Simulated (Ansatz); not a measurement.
Complex (SMILES): F (HF) with [H][H] (H2), atoms 1 to 2 the first; geometry from B3LYP-D3(BJ)/def2-TZVP, monomers rigid:
```xyz
4

F     -0.0503     0.0090    -0.4113
H     -0.1533    -0.6305     0.2513
H     -0.6250    -2.1461     1.4219
H     -0.1185    -1.7955     1.8432
```

Basis-set convergence of the counterpoise-corrected interaction energy at PBE with Ansatz (a first-principles code). Cartesian d functions, on some or all atoms, in 6-31G*, 6-31+G*; all else is spherical. The program fits the integrals of some runs and decomposes those of others, by size. No added dispersion term, no relativity. Functions are those of the species that has most. Reference: the value in aug-cc-pV5Z, -1.44 kcal/mol. Deviations are taken from unrounded values.

```tsv
basis	functions	counterpoise-corrected interaction energy (kcal/mol)
6-31G*	21	-0.42
6-31+G*	25	-0.91
cc-pVDZ	29	-1.00
aug-cc-pVDZ	50	-1.57
def2-SVP	29	-1.05
def2-SVPD	47	-1.60
pcseg-1	29	-0.85
aug-pcseg-1	50	-1.37
6-311G**	36	-0.84
6-311+G**	40	-1.29
def2-TZVP	49	-1.09
def2-TZVPD	67	-1.34
cc-pVTZ	72	-1.17
aug-cc-pVTZ	115	-1.43
pcseg-2	72	-1.31
aug-pcseg-2	115	-1.41
def2-TZVPP	73	-1.28
def2-TZVPPD	91	-1.42
cc-pVQZ	145	-1.32
aug-cc-pVQZ	218	-1.43
def2-QZVPP	147	-1.39
def2-QZVPPD	165	-1.44
pcseg-3	159	-1.43
aug-pcseg-3	232	-1.43
cc-pV5Z	256	-1.40
aug-cc-pV5Z	367	-1.44
```

What the diffuse functions change, pair by pair:
- 6-31G* to 6-31+G*: 4 more functions, deviation 1.02 to 0.53 kcal/mol
- cc-pVDZ to aug-cc-pVDZ: 21 more functions, deviation 0.44 to -0.13 kcal/mol
- def2-SVP to def2-SVPD: 18 more functions, deviation 0.39 to -0.16 kcal/mol
- pcseg-1 to aug-pcseg-1: 21 more functions, deviation 0.59 to 0.07 kcal/mol
- 6-311G** to 6-311+G**: 4 more functions, deviation 0.60 to 0.15 kcal/mol
- def2-TZVP to def2-TZVPD: 18 more functions, deviation 0.34 to 0.09 kcal/mol
- cc-pVTZ to aug-cc-pVTZ: 43 more functions, deviation 0.27 to 0.01 kcal/mol
- pcseg-2 to aug-pcseg-2: 43 more functions, deviation 0.13 to 0.03 kcal/mol
- def2-TZVPP to def2-TZVPPD: 18 more functions, deviation 0.16 to 0.02 kcal/mol
- cc-pVQZ to aug-cc-pVQZ: 73 more functions, deviation 0.12 to 0.01 kcal/mol
- def2-QZVPP to def2-QZVPPD: 18 more functions, deviation 0.05 to 0.00 kcal/mol
- pcseg-3 to aug-pcseg-3: 73 more functions, deviation 0.01 to 0.01 kcal/mol
- cc-pV5Z to aug-cc-pV5Z: 111 more functions, deviation 0.04 to 0.00 kcal/mol

Leaving out the reference's own pair, they bring the value nearer the reference by more than 0.01 kcal/mol in 11 of 12 pairs.
